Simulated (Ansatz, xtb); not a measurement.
# Relative energy of two isomers of C7H7NO

We compare I, `C#C/C=C\C(C)=N/C=O`, a singlet, with II, `C#C/C=C\C(=C)NC=O`, a singlet. Both are isolated molecules in the gas phase, relaxed with r2SCAN-D4/def2-SVP; the shapes shown needn't be the lowest conformers.

I (Å):

```xyz
16

C     0.6868    3.2763    0.5238
C     0.2697    2.1314    0.4715
C    -0.2093    0.8013    0.4767
C    -0.8110    0.1596   -0.5551
C    -1.0732    0.7041   -1.9020
C    -2.4113    0.3586   -2.4924
C     1.0846    1.6502   -2.3376
N    -0.2557    1.4192   -2.5811
O     1.9420    0.7951   -2.3405
H     1.0522    4.2865    0.5568
H    -0.1030    0.2610    1.4260
H    -1.2083   -0.8441   -0.3643
H    -2.5091    0.7999   -3.4921
H    -3.2295    0.7159   -1.8454
H    -2.5173   -0.7372   -2.5640
H     1.3127    2.7424   -2.2632
```

II (Å):

```yaml
atoms:
  - { symbol: C, position_ang: [0.5084, 2.5737, -0.7960] }
  - { symbol: C, position_ang: [-0.6421, 2.2140, -0.9964] }
  - { symbol: C, position_ang: [-1.9971, 1.8720, -1.2270] }
  - { symbol: C, position_ang: [-2.5447, 0.6360, -1.3914] }
  - { symbol: C, position_ang: [-1.9225, -0.6824, -1.3814] }
  - { symbol: C, position_ang: [-2.6989, -1.7819, -1.5723] }
  - { symbol: C, position_ang: [0.2630, -1.8438, -1.1217] }
  - { symbol: N, position_ang: [-0.5370, -0.7322, -1.1715] }
  - { symbol: O, position_ang: [-0.0905, -2.9961, -1.2518] }
  - { symbol: H, position_ang: [1.5210, 2.8878, -0.6199] }
  - { symbol: H, position_ang: [-2.6806, 2.7286, -1.2763] }
  - { symbol: H, position_ang: [-3.6248, 0.6046, -1.5595] }
  - { symbol: H, position_ang: [-3.7699, -1.6384, -1.7278] }
  - { symbol: H, position_ang: [-2.2796, -2.7860, -1.5731] }
  - { symbol: H, position_ang: [-0.0660, 0.1616, -1.0405] }
  - { symbol: H, position_ang: [1.3283, -1.5531, -0.9389] }
```

Quicker runs give these differences E(II) − E(I): GFN2-xTB −0.8 kJ/mol; HF/STO-3G −22.7 kJ/mol (at GFN2-xTB geometries); r2SCAN-D4/def2-SVP//GFN2-xTB −54.0 kJ/mol.

Problem. Estimate E(II) − E(I) at the level CCSD(T)/def2-SVP + ΔMP2/def2-TZVPP.

Solution. Calculated at CCSD(T)/def2-SVP + ΔMP2/def2-TZVPP: E(II) − E(I) = −35.3 kJ/mol, so structure II lies lower.

Level by level:

```tsv
level	geometry	E(II) − E(I) (kJ/mol)	departure from the last row (kJ/mol)	job, with rough time for the two
GFN2-xTB	GFN2-xTB	−0.8	+34.5	optimisation, 0.62 s
HF/STO-3G	GFN2-xTB	−22.7	+12.6	single point, 1.3 s
r2SCAN-D4/def2-SVP//GFN2-xTB	GFN2-xTB	−54.0	−18.7	single point, 14 s
r2SCAN-D4/def2-SVP	r2SCAN-D4/def2-SVP	−48.3	−12.9	optimisation, 4.4 min
HF/def2-SVP	r2SCAN-D4/def2-SVP	−37.0	−1.7	part of the CCSD(T) run
MP2/def2-SVP	r2SCAN-D4/def2-SVP	−33.1	+2.2	part of the CCSD(T) run
CCSD(T)/def2-SVP	r2SCAN-D4/def2-SVP	−30.2	+5.1	single point
CCSD(T)/def2-SVP + ΔMP2/def2-TZVPP	r2SCAN-D4/def2-SVP	−35.3		single point, 9 min
```

As drawn, II has 1 C=C, 1 C–N, 1 N–H in place of 1 C–C, 1 C=N, 1 C–H.

GFN2-xTB finds them nearly level. The largest departure from CCSD(T)/def2-SVP + ΔMP2/def2-TZVPP is that of GFN2-xTB, 34.5 kJ/mol. The last row adds to CCSD(T) the change of the MP2 difference between the two basis sets, here −5.1 kJ/mol.

With thermal terms from frequencies at re-optimised GFN2-xTB minima (ideal gas, soft modes damped towards free rotors, one conformer each, 298.15 K, 1 atm): the zero-point term adds +2.4 kJ/mol; ΔH is −34.5 and ΔG −31.0 kJ/mol.

The correlated steps freeze 9 core orbitals. Run with Ansatz 0.2.0, xtb 6.7.1; the last row on 2 threads of Arm Neoverse N1 on a shared host.
